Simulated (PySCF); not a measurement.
Sn(OH)3 (H3O3Sn), SMILES [OH][Sn+]([OH])[OH], charge +1. Coordinates come from a PBE0-D3(BJ)/def2-SVP optimisation. The spin state was assumed, not searched. The isomer is the one that the SMILES or the coordinates give; other isomers of the formula were not compared. The def2 effective core potentials stand for the cores of Sn; spin–orbit coupling is left out. One conformer was computed; it need not be the lowest.

Computed equilibrium geometry at PBE0-D3(BJ)/def2-SVP (PySCF confirms it by a frequency run) as Cartesian coordinates in Å, and its point group (one conformer of several):
point group Cs.
```xyz
7

Sn    -0.0138     0.0050     0.0000
O     -0.5818     1.8356     0.0000
H     -1.5400     1.9989     0.0000
O      1.8880    -0.1746     0.0000
H      2.2179    -1.0901     0.0000
O     -1.0523    -1.6148     0.0000
H     -2.0206    -1.5272     0.0000
```
Charge +1, spin multiplicity 1.
